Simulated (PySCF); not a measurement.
Ga(OH)(NH2)2, SMILES [NH2][Ga]([NH2])[OH] (PBE0/def2-SVP optimised geometry):

```
9

Ga    -0.176    -0.049     0.000
O     -1.095    -1.577     0.138
H     -0.552    -2.358     0.269
N     -1.175     1.458     0.000
H     -2.182     1.404    -0.089
H     -0.823     2.358    -0.297
N      1.640    -0.049     0.000
H      2.177     0.786    -0.197
H      2.182    -0.882    -0.190
```

Calculation: PySCF with PBE0/def2-TZVP.

**Question.** What are the frontier orbital energies and the dipole moment?

**Answer.** HOMO-2 -8.74 eV, HOMO-1 -7.51 eV, HOMO -6.95 eV, LUMO -0.10 eV, LUMO+1 1.10 eV; dipole moment 2.11 D.

On the same geometry PBE/def2-TZVP (PySCF) gives HOMO-2 -7.06 eV, HOMO-1 -6.00 eV, HOMO -5.50 eV, LUMO -0.99 eV, LUMO+1 0.30 eV; dipole moment 2.02 D.

Meta-Löwdin charges at PBE0/def2-TZVP: Ga1 0.87, O2 -0.74, H3 0.34, N4 -0.70, H5 0.24, H6 0.23, N7 -0.71, H8 0.24, H9 0.23.
